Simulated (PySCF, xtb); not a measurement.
cyclohexane (C6H12), SMILES C1CCCCC1.

Coordinates come from a PBE0-D3(BJ)/def2-SVP optimisation. The values are those of a single conformer.

Computed with IEF-PCM-PBE0/def2-SVP (PySCF).

The values are the electrostatic part of the solvation free energy, E(continuum) − E(gas) at the gas-phase geometry, in a cavity of scaled van der Waals radii (PySCF's table); cavitation and dispersion terms are not included. In vacuum the orbital gap is 10.09 eV. The dipole moment in vacuum is 0.00 D.

Computed values in water (ε = 78.36), toluene (ε = 2.37), acetone (ε = 20.49):
```
solvent      ε  ΔG(elec) (kcal/mol)  dipole (D)  gap (eV)
-------  -----  -------------------  ----------  --------
water    78.36                 -0.4        0.00     10.11
toluene   2.37                 -0.2        0.00     10.09
acetone  20.49                 -0.4        0.00     10.10
```

For comparison, GFN2-xTB/ALPB(water) (xtb, at the GFN2-xTB geometry, all terms of that model) gives -0.1 kcal/mol.
